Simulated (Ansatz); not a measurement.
Ansatz (a quantum-chemistry and plane-wave program) input (HF/3-21G): The .json file is the Basis Set Exchange's 3-21G.

Ansatz 0.2 input:
```yaml
crystal:
  periodic: [false, false, false]
  atoms:
    - {symbol: C, position_ang: [2.78225800, 0.19795800, 0.16947800]}
    - {symbol: C, position_ang: [1.38994900, -0.12816100, 0.36392400]}
    - {symbol: O, position_ang: [0.98704100, -0.88579800, 1.23594000]}
    - {symbol: O, position_ang: [0.55877500, 0.47463700, -0.50082200]}
    - {symbol: Ge, position_ang: [-1.22117200, 0.06954900, -0.26678600]}
    - {symbol: H, position_ang: [3.51087600, -0.24931700, 0.82772300]}
    - {symbol: H, position_ang: [3.08924900, 0.87283100, -0.61498400]}
    - {symbol: H, position_ang: [-1.84259800, 0.90813500, -1.39039500]}
    - {symbol: H, position_ang: [-1.42064200, -1.43160900, -0.48678800]}
    - {symbol: H, position_ang: [-1.65916100, 0.54489000, 1.12025400]}
basis:
  gaussian:
    orbitals: 3-21G.json
hamiltonian:
  xc: {name: HF}
magnetization: {spin_polarized: true, initial_magnetization: 1}
relax: {f_tol: 0.003, max_steps: 120}
```

Output:

```
Functional definition: HF
integrals: 0.02 GiB planned
795 factors; integrals over basis functions are off by at most 6.6e-4 eV
mean field: 0.40 GiB planned
mean field evaluation 1: about -62376.9466 eV, gradient 2.8e1 eV
mean field evaluation 2: about -62377.1755 eV, gradient 2.8e1 eV
mean field evaluation 4: about -62380.7491 eV, gradient 2.7e0 eV
mean field evaluation 8: about -62380.8922 eV, gradient 5.9e-1 eV
mean field evaluation 16: about -62380.9253 eV, gradient 8.9e-5 eV
mean field -62380.92527031 eV, -2292.4567203740 hartree, gradient 8.9e-5 eV, S^2 0.842015; 0 other end points of the search recorded, 0 dependent functions left out
the calculation of the forces begins
reference -62380.92527031 eV, -2292.4567203740 hartree; 33, 32 occupied and 36, 37 virtual orbitals, 795 factors
relax step   1: F+E_penalty+E_count = -62380.92527031 eV  Δ(F+E_penalty+E_count) = +0.000e0 eV  max|allowed force component| = 1.960e0 eV/Å  Δτ_max = 0.0000 Å  (55 SCF iters, accepted)
these checks for a lower state are left out or cut short: starts, cluster_reference, orbital_swaps, neighbouring_geometries, increment
integrals: 0.02 GiB planned
795 factors; integrals over basis functions are off by at most 6.6e-4 eV
mean field: 0.40 GiB planned
mean field -62381.00730619 eV, -2292.4597351372 hartree, gradient 1.9e-5 eV, S^2 0.859244; 0 other end points of the search recorded, 0 dependent functions left out
the calculation of the forces begins
reference -62381.00730619 eV, -2292.4597351372 hartree; 33, 32 occupied and 36, 37 virtual orbitals, 795 factors
relax step   2: F+E_penalty+E_count = -62381.00730619 eV  Δ(F+E_penalty+E_count) = -8.204e-2 eV  max|allowed force component| = 1.136e0 eV/Å  Δτ_max = 0.0429 Å  (56 SCF iters, accepted)
these checks for a lower state are left out or cut short: starts, cluster_reference, orbital_swaps, neighbouring_geometries, increment
integrals: 0.02 GiB planned
795 factors; integrals over basis functions are off by at most 6.7e-4 eV
mean field: 0.40 GiB planned
mean field evaluation 32: about -62381.0355 eV, gradient 8.9e-3 eV
mean field -62381.03552634 eV, -2292.4607722086 hartree, gradient 2.1e-5 eV, S^2 0.881525; 0 other end points of the search recorded, 0 dependent functions left out
the calculation of the forces begins
reference -62381.03552634 eV, -2292.4607722086 hartree; 33, 32 occupied and 36, 37 virtual orbitals, 795 factors
relax step   3: F+E_penalty+E_count = -62381.03552634 eV  Δ(F+E_penalty+E_count) = -2.822e-2 eV  max|allowed force component| = 6.849e-1 eV/Å  Δτ_max = 0.0669 Å  (55 SCF iters, accepted)
these checks for a lower state are left out or cut short: starts, cluster_reference, orbital_swaps, neighbouring_geometries, increment
integrals: 0.02 GiB planned
795 factors; integrals over basis functions are off by at most 6.7e-4 eV
mean field: 0.40 GiB planned
mean field -62381.04156611 eV, -2292.4609941660 hartree, gradient 2.4e-5 eV, S^2 0.883169; 0 other end points of the search recorded, 0 dependent functions left out
the calculation of the forces begins
reference -62381.04156611 eV, -2292.4609941660 hartree; 33, 32 occupied and 36, 37 virtual orbitals, 795 factors
relax step   4: F+E_penalty+E_count = -62381.04156611 eV  Δ(F+E_penalty+E_count) = -6.040e-3 eV  max|allowed force component| = 5.158e-1 eV/Å  Δτ_max = 0.0812 Å  (53 SCF iters, accepted)
these checks for a lower state are left out or cut short: starts, cluster_reference, orbital_swaps, neighbouring_geometries, increment
integrals: 0.02 GiB planned
795 factors; integrals over basis functions are off by at most 6.7e-4 eV
mean field: 0.40 GiB planned
mean field -62381.04996910 eV, -2292.4613029702 hartree, gradient 2.2e-5 eV, S^2 0.887967; 0 other end points of the search recorded, 0 dependent functions left out
the calculation of the forces begins
reference -62381.04996910 eV, -2292.4613029702 hartree; 33, 32 occupied and 36, 37 virtual orbitals, 795 factors
relax step   5: F+E_penalty+E_count = -62381.04996910 eV  Δ(F+E_penalty+E_count) = -8.403e-3 eV  max|allowed force component| = 7.155e-2 eV/Å  Δτ_max = 0.0222 Å  (57 SCF iters, accepted)
these checks for a lower state are left out or cut short: starts, cluster_reference, orbital_swaps, neighbouring_geometries, increment
integrals: 0.02 GiB planned
795 factors; integrals over basis functions are off by at most 6.6e-4 eV
mean field: 0.40 GiB planned
mean field evaluation 64: about -62381.0502 eV, gradient 1.5e-4 eV
mean field -62381.05022897 eV, -2292.4613125201 hartree, gradient 2.2e-5 eV, S^2 0.887958; 0 other end points of the search recorded, 0 dependent functions left out
the calculation of the forces begins
reference -62381.05022897 eV, -2292.4613125201 hartree; 33, 32 occupied and 36, 37 virtual orbitals, 795 factors
relax step   6: F+E_penalty+E_count = -62381.05022897 eV  Δ(F+E_penalty+E_count) = -2.599e-4 eV  max|allowed force component| = 2.611e-2 eV/Å  Δτ_max = 0.0057 Å  (56 SCF iters, accepted)
these checks for a lower state are left out or cut short: starts, cluster_reference, orbital_swaps, neighbouring_geometries, increment
integrals: 0.02 GiB planned
795 factors; integrals over basis functions are off by at most 6.6e-4 eV
mean field: 0.40 GiB planned
mean field -62381.05033201 eV, -2292.4613163067 hartree, gradient 2.2e-5 eV, S^2 0.887763; 0 other end points of the search recorded, 0 dependent functions left out
the calculation of the forces begins
reference -62381.05033201 eV, -2292.4613163067 hartree; 33, 32 occupied and 36, 37 virtual orbitals, 795 factors
relax step   7: F+E_penalty+E_count = -62381.05033201 eV  Δ(F+E_penalty+E_count) = -1.030e-4 eV  max|allowed force component| = 1.701e-2 eV/Å  Δτ_max = 0.0049 Å  (57 SCF iters, accepted)
these checks for a lower state are left out or cut short: starts, cluster_reference, orbital_swaps, neighbouring_geometries, increment
integrals: 0.02 GiB planned
795 factors; integrals over basis functions are off by at most 6.6e-4 eV
mean field: 0.40 GiB planned
mean field -62381.05033613 eV, -2292.4613164583 hartree, gradient 2.1e-5 eV, S^2 0.886826; 0 other end points of the search recorded, 0 dependent functions left out
the calculation of the forces begins
reference -62381.05033613 eV, -2292.4613164583 hartree; 33, 32 occupied and 36, 37 virtual orbitals, 795 factors
relax step   8: F+E_penalty+E_count = -62381.05033613 eV  Δ(F+E_penalty+E_count) = -4.124e-6 eV  max|allowed force component| = 1.938e-2 eV/Å  Δτ_max = 0.0026 Å  (57 SCF iters, accepted)
these checks for a lower state are left out or cut short: starts, cluster_reference, orbital_swaps, neighbouring_geometries, increment
integrals: 0.02 GiB planned
795 factors; integrals over basis functions are off by at most 6.6e-4 eV
mean field: 0.40 GiB planned
mean field evaluation 96: about -62381.0503 eV, gradient 2.2e-5 eV
mean field -62381.05034480 eV, -2292.4613167770 hartree, gradient 2.2e-5 eV, S^2 0.887115; 0 other end points of the search recorded, 0 dependent functions left out
the calculation of the forces begins
reference -62381.05034480 eV, -2292.4613167770 hartree; 33, 32 occupied and 36, 37 virtual orbitals, 795 factors
relax step   9: F+E_penalty+E_count = -62381.05034480 eV  Δ(F+E_penalty+E_count) = -8.672e-6 eV  max|allowed force component| = 3.473e-3 eV/Å  Δτ_max = 0.0013 Å  (58 SCF iters, accepted)
these checks for a lower state are left out or cut short: starts, cluster_reference, orbital_swaps, neighbouring_geometries, increment
integrals: 0.02 GiB planned
795 factors; integrals over basis functions are off by at most 6.6e-4 eV
mean field: 0.40 GiB planned
mean field -62381.05034515 eV, -2292.4613167896 hartree, gradient 2.2e-5 eV, S^2 0.887102; 0 other end points of the search recorded, 0 dependent functions left out
the calculation of the forces begins
reference -62381.05034515 eV, -2292.4613167896 hartree; 33, 32 occupied and 36, 37 virtual orbitals, 795 factors
relax step  10: F+E_penalty+E_count = -62381.05034515 eV  Δ(F+E_penalty+E_count) = -3.435e-7 eV  max|allowed force component| = 6.202e-4 eV/Å  Δτ_max = 0.0003 Å  (57 SCF iters, accepted)
integrals: 0.02 GiB planned
795 factors; integrals over basis functions are off by at most 6.6e-4 eV
mean field: 0.40 GiB planned
mean field evaluation 128: about -62381.0497 eV, gradient 1.4e-1 eV
mean field -62381.05034515 eV, -2292.4613167896 hartree, gradient 2.2e-5 eV, S^2 0.887102; 1 other end points of the search recorded, 0 dependent functions left out
the calculation of the forces begins
reference -62381.05034515 eV, -2292.4613167896 hartree; 33, 32 occupied and 36, 37 virtual orbitals, 795 factors
Total energy: -62381.05034515 eV, -2292.4613167896 hartree
Atom 0 at     2.796146     0.208961     0.158006 Å, force     0.000102     0.000150    -0.000170 eV/Å
Atom 1 at     1.450100    -0.167243     0.420920 Å, force    -0.000147     0.000328    -0.000425 eV/Å
Atom 2 at     1.110557    -0.942332     1.323804 Å, force    -0.000221    -0.000470     0.000546 eV/Å
Atom 3 at     0.516467     0.379133    -0.389640 Å, force     0.000579    -0.000029     0.000121 eV/Å
Atom 4 at    -1.220031     0.092429    -0.294757 Å, force    -0.000620    -0.000017    -0.000072 eV/Å
Atom 5 at     3.573482    -0.194726     0.769872 Å, force    -0.000043     0.000013    -0.000022 eV/Å
Atom 6 at     3.011711     0.884029    -0.640266 Å, force     0.000144     0.000033    -0.000019 eV/Å
Atom 7 at    -1.791846     0.946387    -1.429908 Å, force     0.000054    -0.000110     0.000144 eV/Å
Atom 8 at    -1.518095    -1.393830    -0.524674 Å, force     0.000068     0.000108    -0.000005 eV/Å
Atom 9 at    -1.753916     0.560307     1.064186 Å, force     0.000082    -0.000007    -0.000098 eV/Å
Dipole moment:     0.042590     0.190706    -0.228228 e Å
```

The geometry given is a B3LYP-D3(BJ)/def2-TZVP minimum.

The determinant is spin-contaminated: <S^2> is 0.89 against 0.75 for a pure state.
